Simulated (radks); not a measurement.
Results of a calculation; reference values are marked as such.
Cr III, 22 electrons, occupied as [Ar] 3d4 (the NIST ground configuration).

Level of theory: non-relativistic Kohn-Sham, OLYP, spin-polarised, spherical densities, point nucleus; open shells are filled with parallel spins first (a radial shooting solver on a logarithmic mesh with Libxc functionals).

Energy parts (Ry):
total: -2087.56316
kinetic: 2085.98200
electron-nucleus: -4927.56497
Hartree: 850.89517
exchange-correlation: -96.87537

Orbitals (lengths in bohr, moments of r in powers of bohr; r(90%) holds 90 % of the orbital's charge):
orbital  occ.  eigenvalue (Ry)     <r^2>  r(90%)       <r^4>      <r>
1s up       1        -430.2586  0.005528   0.114  0.00007812  0.06420
1s down     1        -430.2598  0.005528   0.114  0.00007812  0.06420
2s up       1        -50.00648    0.1035   0.459     0.01875   0.2961
2s down     1        -49.87921    0.1030   0.458     0.01853   0.2953
2p up       3        -42.72984   0.08385   0.428     0.01436   0.2611
2p down     3        -42.63641   0.08330   0.426     0.01415   0.2603
3s up       1         -7.00747    0.9420    1.35       1.432   0.9040
3s down     1         -6.68337    0.9498    1.36       1.467   0.9074
3p up       3         -4.97821     1.074    1.47       2.001   0.9557
3p down     3         -4.65580     1.096    1.49       2.125   0.9639
3d up       4         -1.78705     1.815    2.02       7.874    1.191
3d down     0         -1.50462     2.231    2.30       12.45    1.304
4s up       0         -1.37059     8.475    4.02       109.6    2.734
4p up       0         -1.00591     11.91    4.77       216.5    3.243

The highest occupied level is 3d up at -24.314 eV. Virial ratio -V/T = 2.00076.
